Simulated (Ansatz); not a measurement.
```yaml
crystal:
  periodic: [false, false, false]
  atoms:
    - {symbol: O, position_ang: [-0.554891, -0.830670, 1.530237]}
    - {symbol: Si, position_ang: [0.397610, -0.493683, 0.260464]}
    - {symbol: N, position_ang: [-0.257715, -0.286877, -1.371264]}
    - {symbol: C, position_ang: [0.158152, 0.821876, -0.890582]}
    - {symbol: Cl, position_ang: [0.093053, 2.379513, -1.611326]}
    - {symbol: H, position_ang: [-1.443767, -0.469446, 1.550445]}
    - {symbol: h, position_ang: [1.668658, -1.188812, 0.486127]}
basis:
  gaussian: {orbitals: STO-3G}
hamiltonian: {xc: {name: B2PLYP}}
accuracy: high
```

```sh
$ ansatz run in.yaml --threads 2 --pin off --events-out ev --progress --plain --max-ram 4352MiB
```

Shortened log:

```
Error: YAML parse error: error: line 10 column 16: `h` is not an element symbol (H … Og, case-exact)
 8 |     - {symbol: Cl, position_ang: [0.093053, 2.379513, -1.611326]}
 9 |     - {symbol: H, position_ang: [-1.443767, -0.469446, 1.550445]}
10 |     - {symbol: h, position_ang: [1.668658, -1.188812, 0.486127]}
11 | basis:
12 |   gaussian: {orbitals: STO-3G}
```

In this input an element symbol is wrong. The program refused the input.
